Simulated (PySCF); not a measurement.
CH₆BNO. Atoms are numbered in the order given.

```xyz
10

B      0.6059     0.8346     0.0000
H      1.6540     1.4392     0.0000
N      0.6425    -0.5746     0.0000
C     -0.4572    -1.5000     0.0000
H      1.5561    -1.0094     0.0000
H     -0.4622    -2.1519    -0.8913
H     -0.4622    -2.1519     0.8913
H     -1.4169    -0.9603     0.0000
O     -0.5385     1.5786     0.0000
H     -1.3449     1.0543     0.0000
```

Coordinates come from a PBE0-D3(BJ)/def2-SVP optimisation. Other conformers were not sampled.

All values below come from PySCF with B3LYP/pcSseg-1.

GIAO shieldings, no solvent; atoms alike by connectivity are averaged. δ = σ(ref) − σ: ¹¹B against BF3 (σ = 86.3 ppm); ¹H against TMS (σ = 31.68 ppm); ¹⁵N against NH3 (σ = 265.5 ppm); ¹³C against TMS (σ = 181.3 ppm); ¹⁷O against H2O (σ = 333.8 ppm), references at their B3LYP-D3(BJ)/def2-TZVP geometries, non-relativistic.

Estimate the chemical shifts. (The exact figures need the calculation; the answer reports its results.)


```json
[
 {"nucleus": "¹¹B", "atoms": "B1", "count": "1", "δ (ppm)": "14.0"},
 {"nucleus": "¹H", "atoms": "H2", "count": "1", "δ (ppm)": "4.30"},
 {"nucleus": "¹H", "atoms": "H10", "count": "1", "δ (ppm)": "3.40"},
 {"nucleus": "¹H", "atoms": "H6, H7, H8", "count": "3", "δ (ppm)": "2.80"},
 {"nucleus": "¹H", "atoms": "H5", "count": "1", "δ (ppm)": "2.66"},
 {"nucleus": "¹⁵N", "atoms": "N3", "count": "1", "δ (ppm)": "88.0"},
 {"nucleus": "¹³C", "atoms": "C4", "count": "1", "δ (ppm)": "28.4"},
 {"nucleus": "¹⁷O", "atoms": "O9", "count": "1", "δ (ppm)": "102.8"}
]
```
